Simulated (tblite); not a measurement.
2,2,2-trifluoroethanesulfonyl chloride, C₂H₂ClF₃O₂S.
Structure used (GFN2-xTB), in Å, numbered top down from 1:
```xyz
11
C2H2ClF3O2S angstrom
O      1.3687    1.6471    0.3426
S      1.2030    0.2680    0.6251
O      0.9420   -0.1764    1.9455
Cl     2.8679   -0.6828   -0.0138
C      0.0028   -0.4714   -0.5355
C     -1.3319    0.1444   -0.1975
F     -2.3134   -0.3194   -0.9882
F     -1.6970   -0.1172    1.0566
F     -1.3202    1.4685   -0.3417
H      0.3002   -0.2129   -1.5480
H     -0.0166   -1.5452   -0.3711
```

Method: GFN2-xTB as coded in tblite; computed harmonic values from a numerical Hessian at the method's own geometry, unscaled. The method is semi-empirical: single wavenumbers can be off by several per cent or more. One conformer, not necessarily the lowest. The optimisation stopped once no atom felt more than 0.01 eV/Å.

Lowest wavenumbers of the output (negative numbers stand for imaginary wavenumbers):
```
mode    cm-1
  1     -31.8
  2      87.1
  3     111.1
  4     171.0
  5     226.7
  6     276.2
  7     290.4
  8     336.3
  9     345.7
 10     450.2
 11     476.2
 12     490.1
 13     522.9
 14     592.5
 15     726.0
```

Problem. Is this structure a minimum?

Solution. Not by this Hessian. 1 mode is imaginary beyond 20i (32i cm⁻¹), so at this level the point lies at or near a first-order saddle. The curvature is small, so loose convergence or finite differences may be the whole cause.

Problem. Which atoms move in the imaginary mode?

Solution. 32i: F8 (fluorine of a CF3 group) 25 %, F9 (fluorine of a CF3 group) 25 %, O1 (sulfonyl oxygen) 15 %, O3 (sulfonyl oxygen) 15 %. These are shares of the mass-weighted motion.

Problem. What is the remedy?

Solution. Step along that mode in both directions, optimise again with tighter thresholds and repeat the frequencies. The zero-point energy of this point (31.7 kcal/mol) counts the 26 real modes alone, and thermal corrections from it aren't those of a minimum.
